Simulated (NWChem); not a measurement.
System: BI2F; SMILES FB(I)I

def2 effective core potentials on I; no spin-orbit coupling.

**Question.** Give the equilibrium geometry at PBE0/def2-SVP with def2 effective core potentials on I (NWChem) as a list of bonds and angles, with the point group.

**Answer.** point group C2v; any orientation.
Bonds (Å): B1–F2 1.309, B1–I3 2.125, B1–I4 2.125. Bond angles (°): F2–B1–I3 118.7, F2–B1–I4 118.7, I3–B1–I4 122.6.
